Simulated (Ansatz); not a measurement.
Ti3Cl3, relaxed as a doublet with UKS PBE-D4/def2-SVP in Ansatz, starting from the GFN1-xTB geometry. Force threshold 0.02 eV/Å.

The charge 0 doublet is spin-contaminated (final ⟨S²⟩ up to 2.59, 0.75 for a pure state). The relaxation made no stability test and no search for a lower SCF solution. No other spin state of charge 0 was run. Another isomer (doublet) lies 0.78 eV lower at PBE0-D4/def2-TZVP; other spin states weren't run for this one.

Start:

```xyz
6

Ti   -0.010   -0.386    0.140
Ti    1.702    1.353   -0.605
Ti   -2.520   -0.698    0.309
Cl    3.765    1.202   -1.365
Cl   -4.129    0.745    0.810
Cl    1.192   -2.216    0.712
```

| step | energy (eV) | largest force component (eV/Å) | SCF passes |
| --- | --- | --- | --- |
| 1 | -106860.1973 | 1.447 | 196 |
| 2 | -106860.5415 | 0.520 | 74 |
| 3 | -106860.7955 | 0.593 | 54 |
| 4 | -106861.0876 | 0.750 | 47 |
| 5 | -106861.4918 | 0.932 | 56 |
| 6 | -106861.6850 | 0.831 | 52 |
| 7 | -106861.7727 | 0.166 | 41 |
| 8 | -106861.7823 | 0.068 | 40 |
| 9 | -106861.8080 | 0.315 | 52 |
| 10 | -106861.8474 | 0.520 | 47 |
| 11 | -106861.9265 | 0.448 | 46 |
| 12 | -106861.9723 | 0.308 | 49 |
| 13 | -106861.9946 | 0.276 | 56 |
| 14 (rejected) | -106861.9669 | 0.861 | 53 |
| 15 | -106862.0082 | 0.058 | 54 |
| 16 | -106862.0149 | 0.038 | 49 |
| 17 | -106862.0209 | 0.154 | 48 |
| 18 | -106862.0302 | 0.261 | 48 |
| 19 | -106862.0747 | 0.335 | 66 |
| 20 | -106862.1477 | 0.499 | 77 |
| 21 | -106862.2715 | 0.740 | 93 |
| 22 | -106862.3490 | 0.203 | 52 |
| 23 | -106862.3846 | 0.151 | 44 |
| 24 | -106862.3906 | 0.055 | 46 |
| 25 | -106862.3923 | 0.022 | 37 |
| 26 | -106862.3924 | 0.006 | 31 |

Force components are those of the run's own axes.

End:

Cartesian coordinates in Å:
```
Ti 0.010 0.287 -0.099
Ti 1.446 1.794 0.343
Ti -1.381 -1.384 -0.248
Cl 1.977 0.441 -1.589
Cl -2.425 0.676 0.314
Cl 0.374 -1.814 1.278
```

Bonds formed: Ti1–Cl4, Ti1–Cl5, Ti3–Cl6 (atoms count from 1).

No frequencies were taken in this run, so the end may be a saddle point.

Hardware: 4 threads of Arm Neoverse V1 on a shared host. Wall time 3 min.
